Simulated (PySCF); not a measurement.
**C₆ coefficients of unlike pairs at PBE**

Calculated with PySCF 2.14 from the dipole response of each species, C₆(A,B) = (3/π) ∫ α_A(iu) α_B(iu) du, in atomic units, from isotropic polarisabilities. For ions this is the dispersion term alone; charge-induced terms of lower order in 1/R come first.

| species | configuration | basis | relativity | α (bohr³) | C₆ (like pair) |
| --- | --- | --- | --- | --- | --- |
| Pd⁺ | [Kr] 4d9 (2D) | aug-cc-pVDZ-PP with ECP28MDF (5s5p4d2f) | core potential | 11.03 | 63.14 |
| S⁺ | [Ne] 3s2 3p3 (4S) | aug-cc-pCVQZ-DK (10s9p7d5f3g) | spin-free X2C | 10.99 | 54.19 |
| P⁺ | [Ne] 3s2 3p2 (3P) | aug-cc-pV(D+d)Z (5s4p3d) | none | 14.46 | 75.36 |
| Cu | [Ar] 3d10 4s1 (2S) | x2c-TZVPPall with one added diffuse shell each of s, p, d, f type (7s6p5d3f1g) | spin-free X2C | 40.34 | 249.9 |

Q: Estimate C₆ for Cu with S⁺.

A: The integral gives 106.5. The combination rule 2 C_A C_B / (C_A α_B/α_A + C_B α_A/α_B) gives 101.5 and the geometric mean 116.4.

No spin-orbit coupling is included.

The other pairs:

| pair | C₆ |
| --- | --- |
| P⁺, Pd⁺ | 65.92 |
| Cu, P⁺ | 129.7 |
| P⁺, S⁺ | 63.51 |
| Cu, Pd⁺ | 110.0 |
| S⁺, Pd⁺ | 57.21 |
